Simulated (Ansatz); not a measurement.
`[OH][Ti]([Cl])([Cl])[Cl]` + CH₃SH → `C[S][Ti]([OH])([Cl])[Cl]` + HCl  (ligand exchange at a Ti–Cl bond)

Computed with Ansatz on PBE0-D4/def2-TZVP structures; ΔE is electronic, products minus reactants. CCSD(T)/CBS adds triple-zeta CCSD(T) − MP2 to the extrapolated MP2 energy (def2 sets, frozen cores). This one scheme is used for every species. DFT in def2-TZVPP. B3LYP here is the variant with VWN-RPA as its local correlation; programs differ in this. For Ti outer-core shells are correlated without core-valence functions, which leaves a few kJ/mol of doubt a bond. Scalar relativity is left out up to krypton. Each species was taken in one conformer, which may not be the lowest.

`[OH][Ti]([Cl])([Cl])[Cl]`:

```xyz
6

O    -1.321    0.155    0.412
Ti    0.339    0.081   -0.120
Cl    1.037    2.088   -0.605
Cl    1.560   -0.781    1.467
Cl    0.471   -1.209   -1.871
H    -2.086   -0.333    0.718
```

CH₃SH:

Cartesian coordinates in Å:
```
C -0.119 -0.084 0.469
S 0.345 -0.552 -1.212
H 0.652 0.522 0.943
H -0.220 -1.015 1.026
H -1.075 0.438 0.489
H 0.417 0.690 -1.716
```

`C[S][Ti]([OH])([Cl])[Cl]`:

```xyz
10

C    -1.767   -0.824   -0.006
S    -0.098   -1.289   -0.562
Ti    1.020    0.561    0.053
O     2.664    0.277   -0.447
Cl    0.094    2.281   -0.958
Cl    0.813    0.805    2.230
H    -1.765   -0.549    1.048
H    -2.151   -0.002   -0.608
H    -2.402   -1.700   -0.143
H     3.592    0.440   -0.608
```

HCl:

```xyz
2

Cl   -0.180   -0.564    0.241
H     0.180    0.564   -0.241
```

| level | ΔE (kJ/mol) |
| --- | --- |
| PBE0-D4 | 44.6 |
| B3LYP-D4 | 45.5 |
| ωB97M-V | 49.2 |
| r2SCAN | 48.9 |
| PBE0 | 50.4 |
| HF/def2-TZVPP | 71.3 |
| MP2/def2-TZVPP | 36.4 |
| MP2/CBS(def2) | 35.5 |

(1) What does CCSD(T)/CBS give? (Best estimate.)

Largest T1 diagnostic among the species: 0.025, so the coupled-cluster value is less sure than usual.

Results:

(1) Computed: +40.5 kJ/mol. The listed levels differ from it by 4.1, 5.0, 8.7, 8.4, 9.9, 30.8, -4.1, -5.0 kJ/mol.

The D4 term adds −9.9 kJ/mol with B3LYP and −5.8 kJ/mol with PBE0; it sums over pairs of atoms, weighted by their polarisabilities, and B3LYP, whose exchange is more repulsive, gets the larger term. In def2-TZVPP, CCSD(T) changes the Hartree–Fock value by −30.0 kJ/mol (the triples alone add −7.0 kJ/mol) and MP2 by −34.9 kJ/mol.
